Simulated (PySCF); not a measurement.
gold atom (Au), doublet (core potentials on Au); DF-HF/def2-SV(P) (PySCF).

Input for PySCF:
```python
from pyscf import gto, scf

mol = gto.M(
    atom='''
Au    0.000000    0.000000    0.000000
''',
    basis='def2-sv(p)',
    ecp={'Au': 'def2-sv(p)'},
    charge=0,
    spin=1,
    verbose=4,
)

mf = scf.UHF(mol)
mf = mf.density_fit(auxbasis='def2-universal-jkfit')
mf.kernel()
mf.analyze()
```

**Question.** Predict the main parts of the log of this PySCF run.

**Answer.** 
```
PySCF version 2.14.0

[INPUT] verbose = 4
[INPUT] num. atoms = 1
[INPUT] num. electrons = 19
[INPUT] charge = 0
[INPUT] spin (= nelec alpha-beta = 2S) = 1
[INPUT] symmetry False subgroup None
[INPUT] Mole.unit = angstrom
[INPUT] Symbol           X                Y                Z      unit          X                Y                Z       unit  Magmom
[INPUT]  1 Au     0.000000000000   0.000000000000   0.000000000000 AA    0.000000000000   0.000000000000   0.000000000000 Bohr   0.0

nuclear repulsion = 0
number of shells = 11
number of NR pGTOs = 50
number of NR cGTOs = 25
basis = def2-sv(p)
ecp = {'Au': 'def2-sv(p)'}

******** <class 'pyscf.df.df_jk.DFUHF'> ********
method = DFUHF
initial guess = minao
damping factor = 0
level_shift factor = 0
DIIS = <class 'pyscf.scf.diis.CDIIS'>
diis_start_cycle = 1
diis_space = 8
diis_damp = 0
SCF conv_tol = 1e-09
SCF conv_tol_grad = None
SCF max_cycles = 50
direct_scf = False
number electrons alpha = 10  beta = 9
Set gradient conv threshold to 3.16228e-05
******** <class 'pyscf.df.df.DF'> ********
auxbasis = def2-universal-jkfit
init E= -122.561873059792

cycle= 1 E= -134.471029019524  delta_E= -11.9  |g|= 0.841  |ddm|= 6.99
cycle= 2 E= -134.678111083408  delta_E= -0.207  |g|= 0.528  |ddm|= 1.87
cycle= 3 E= -134.784531847935  delta_E= -0.106  |g|= 0.0229  |ddm|= 0.538
cycle= 4 E= -134.785077718167  delta_E= -0.000546  |g|= 0.00576  |ddm|= 0.106
cycle= 5 E= -134.785150091657  delta_E= -7.24e-05  |g|= 0.00107  |ddm|= 0.0515
cycle= 6 E= -134.785152112049  delta_E= -2.02e-06  |g|= 4.41e-05  |ddm|= 0.0103
cycle= 7 E= -134.785152112858  delta_E= -8.09e-10  |g|= 5.24e-06  |ddm|= 6.4e-05
Extra cycle  E= -134.785152112898  delta_E= -4.04e-11  |g|= 2.49e-06  |ddm|= 1.75e-05
converged SCF energy = -134.785152112898  <S^2> = 0.75263401  2S+1 = 2.0026323
**** SCF Summaries ****
Total Energy =                        -134.785152112898402
Nuclear Repulsion Energy =               0.000000000000000
One-electron Energy =                 -239.033652713067426
Two-electron Energy =                  104.248500600169038
Two-electron Coulomb Energy =          116.224111987454137
DFT Exchange-Correlation Energy =      -11.975611387285099
**** MO energy ****
                             alpha | beta                alpha | beta
MO #1   energy= -4.68813363656241  | -4.68530156454196  occ= 1 | 1
MO #2   energy= -2.72375896669159  | -2.7263559019199   occ= 1 | 1
MO #3   energy= -2.72375896669158  | -2.7263559019199   occ= 1 | 1
MO #4   energy= -2.72375896669158  | -2.72635590191989  occ= 1 | 1
MO #5   energy= -0.456666003690752 | -0.447685024397505 occ= 1 | 1
MO #6   energy= -0.456666003690751 | -0.447685024397498 occ= 1 | 1
MO #7   energy= -0.456666003690748 | -0.447685024397493 occ= 1 | 1
MO #8   energy= -0.456666003690738 | -0.447685024397483 occ= 1 | 1
MO #9   energy= -0.456666003690736 | -0.447685024397482 occ= 1 | 1
MO #10  energy= -0.291123937860355 | -0.00449831510853382 occ= 1 | 0
MO #11  energy= 0.065885818266407  | 0.10575549202762   occ= 0 | 0
MO #12  energy= 0.065885818266408  | 0.105755492027632  occ= 0 | 0
MO #13  energy= 0.0658858182664101 | 0.105755492027635  occ= 0 | 0
MO #14  energy= 0.233672225065956  | 0.276387948068855  occ= 0 | 0
MO #15  energy= 0.616899325069971  | 0.636465067058561  occ= 0 | 0
MO #16  energy= 0.616899325069972  | 0.636465067058572  occ= 0 | 0
MO #17  energy= 0.616899325069977  | 0.636465067058572  occ= 0 | 0
MO #18  energy= 0.616899325069982  | 0.636465067058575  occ= 0 | 0

spin_pop of  0 Au 5s        0.00014
spin_pop of  0 Au 6s        0.99293
spin_pop of  0 Au 7s        0.00004
spin_pop of  0 Au 8s        0.00179
spin_pop of  0 Au 9s        0.00101
spin_pop of  0 Au 10s        0.00409
spin_pop of  0 Au 5px       0.00330
spin_pop of  0 Au 5py       0.00330
spin_pop of  0 Au 5pz       0.00330
spin_pop of  0 Au 6px      -0.00422
spin_pop of  0 Au 6py      -0.00422
spin_pop of  0 Au 6pz      -0.00422
spin_pop of  0 Au 7px       0.00092
spin_pop of  0 Au 7py       0.00092
spin_pop of  0 Au 7pz       0.00092
spin_pop of  0 Au 5dxy     -0.02052
spin_pop of  0 Au 5dyz     -0.02052
spin_pop of  0 Au 5dz^2    -0.02052
spin_pop of  0 Au 5dxz     -0.02001
spin_pop of  0 Au 5dx2-y2   -0.02001
spin_pop of  0 Au 6dxy      0.02052
spin_pop of  0 Au 6dyz      0.02052
spin_pop of  0 Au 6dz^2     0.02052
spin_pop of  0 Au 6dxz      0.02001
spin_pop of  0 Au 6dx2-y2    0.02001
In total            10.00000 | 9.00000
Dipole moment(X, Y, Z, Debye): -0.00000,  0.00000,  0.00000
```
